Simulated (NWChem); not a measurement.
A series in which one site is exchanged, each optimised at PBE0/def2-SVP with NWChem, gas phase unless a solvent is named. All stand in one matching conformer (torsions within 35°), which need not be the lowest. Some are not confirmed as minima by frequencies. def2 effective core potentials on In; no spin-orbit coupling.

A: [SH][Al]([Cl])[Cl] (AlHSCl$_{2}$; site = Al)
B: [In]([Cl])([Cl])[SH] (InHSCl2; site = In)
C: SB(Cl)Cl (BHSCl2; site = B)
D: [SH][Ga]([Cl])[Cl] (GaHSCl₂; site = Ga)

| quantity | A | B | C | D |
|---|---|---|---|---|
| dipole (D), PBE0/def2-SVP | 1.21 | ___ | 1.28 | 1.51 |
| orbital gap (eV), PBE0/def2-SVP | 7.27 | ___ | 7.23 | 6.79 |
| static polarisability, PBE/def2-SVPD (bohr³) | 75.7 | ___ | 65.5 | 80.3 |
| lowest singlet excitation, PBE/def2-SVPD, TDA (eV) | 5.09 | ___ | 5.55 | 4.57 |

**Question.** Complete the blanks.

**Answer.** 
- dipole (D), PBE0/def2-SVP, B: 1.79
- orbital gap (eV), PBE0/def2-SVP, B: 5.62
- static polarisability, PBE/def2-SVPD (bohr³), B: 91.5
- lowest singlet excitation, PBE/def2-SVPD, TDA (eV), B: 3.60
